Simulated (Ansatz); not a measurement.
Basis-set extrapolation for CH₅AlNP (PBE0-D4/def2-TZVP geometry, frozen core, Ansatz 0.2.0). Multiplicity 1, RHF reference.

|  | def2-TZVPP | def2-QZVPP |
| --- | --- | --- |
| HF | -677.915985 | -677.937306 |
| MP2 correlation | -0.599847 | -0.642189 |
| CCSD(T) correlation | -0.672746 | not run |

Energies in hartree. Use E(X) = E(∞) + A·exp(−7.88·√X) for Hartree–Fock and E(X) = E(∞) + B·X^(−2.97) for correlation, with X = 3 and 4, and add CCSD(T) minus MP2 of the smaller set to the MP2 limit.

Q: What is the CCSD(T) energy at the basis-set limit?

A: HF limit: -677.937306 + (-0.021321) × 0.13774 = -677.94024. MP2 limit: -0.642189 + (-0.042342) × 0.74074 = -0.67355. Higher-order term: -0.672746 − (-0.599847) = -0.07290. Total: -678.68669 hartree, 257.2 kJ/mol below CCSD(T)/def2-TZVPP.
